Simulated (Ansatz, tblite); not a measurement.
Cost and result up the ladder for the cluster Si7Au (8 atoms). Charge 0, multiplicity 2. Geometry: PBE0-D4/def2-SVP.

```xyz
8

Au    1.327   -1.464   -0.948
Si   -2.158   -0.246   -1.032
Si   -0.783    1.036    0.576
Si    1.557    0.252    0.883
Si    1.031    2.238   -0.384
Si   -0.143   -0.599    2.324
Si   -0.819   -1.745    0.310
Si   -0.012    0.528   -1.728
```

Ansatz on 6 threads of Intel Xeon on a shared host; xTB runs through tblite on one thread. Times are rough, summed over both states, and most runs start from the orbitals of an earlier one. CAM-B3LYP-D4/def2-TZVP serves as the yardstick here, not as an exact answer. The other state is a singlet.

In the def2 sets Au takes a core potential; there is no spin–orbit coupling. The xTB rows come from tblite. No other spin state of charge 0 was run. The structure comes from a short search, and lower isomers may exist.

Raw xTB energies of ions are shifted by several eV, and xTB has no spin-polarisation term.

| level | functions | vertical IE (eV) | difference from CAM-B3LYP-D4/def2-TZVP (eV) |
| --- | --- | --- | --- |
| PBE0-D4/def2-TZVP (with forces) | 299 | 6.70 | 0.05 |
| PBE-D4/def2-TZVP | 299 | 6.60 | -0.04 |
| GFN2-xTB | 72 | 7.83 | 1.19 |
| GFN1-xTB | 72 | 10.67 | 4.03 |
| CAM-B3LYP-D4/def2-TZVP | 299 | 6.64 | 0.00 |

Question: Estimate how long each takes.

Answer: GFN1-xTB 0.048 s; GFN2-xTB 0.076 s; PBE-D4/def2-TZVP 13 s; PBE0-D4/def2-TZVP (with forces) 44 s; CAM-B3LYP-D4/def2-TZVP 53 s. On shared hardware such times vary by a factor of up to 3.
